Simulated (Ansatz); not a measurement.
Total energies of ClGeH4N (`[NH2][GeH2][Cl]`).

```xyz
7

N     0.457    0.163    1.094
Ge   -0.464   -0.260   -0.415
Cl    0.423    0.588   -2.211
H     0.476    1.148    1.319
H     1.397   -0.203    1.136
H    -1.867    0.342   -0.318
H    -0.422   -1.778   -0.605
```

Charge 0, multiplicity 1. Correlated methods include outer-core shells of Ge, which these sets cover unevenly. Scalar relativity is left out up to krypton. The geometry is a stationary point of PBE0-D4/def2-TZVP. It is one conformer, not always the lowest. Basis def2-TZVPP, Ansatz 0.2.0.

RPA on PBE orbitals: Hartree–Fock energy of these orbitals -2591.69291 Eh, correlation -1.07143 Eh (frozen core).

```csv
functional,energy without D4 (Eh),D4 term (kJ/mol)
BLYP,-2594.48251,-27.2
B97M-V,-2593.94130,–
```

Q: Give the same for LDA (SPW92), PBE, revPBE, r2SCAN, PBE0, B3LYP, r2SCANh, r2SCAN0, HSE06 (plane-wave form), BHLYP, CAM-B3LYP, LC-ωPBE, ωB97X-V, ωB97M-V, B2PLYP, PBE-QIDH. (An estimate is asked.)

A: Ansatz gave: 
```
             functional  energy without D4 (Eh)  D4 term (kJ/mol)
            LDA (SPW92)             -2589.33120                 –
                    PBE             -2593.87918             -12.4
                 revPBE             -2594.19163             -35.1
                 r2SCAN             -2594.38562              -2.9
                   PBE0             -2593.97739             -10.5
                  B3LYP             -2594.52115             -20.3
                r2SCANh             -2594.37358              -3.1
                r2SCAN0             -2594.35668              -3.4
HSE06 (plane-wave form)             -2593.96714              -9.8
                  BHLYP             -2594.40289             -16.5
              CAM-B3LYP             -2594.56630             -10.7
                LC-ωPBE             -2594.02919                 –
                ωB97X-V             -2594.18079                 –
                ωB97M-V             -2594.28794                 –
                 B2PLYP             -2593.91301                 –
               PBE-QIDH             -2593.56280                 –
```

B3LYP takes the VWN-RPA correlation (the form of Gaussian; ORCA's B3LYP/G). HSE06 is the plane-wave form, built on full-range PBE exchange. The double hybrids freeze the cores in their second-order part.

LC-ωPBE has ω = 0.4 bohr⁻¹.
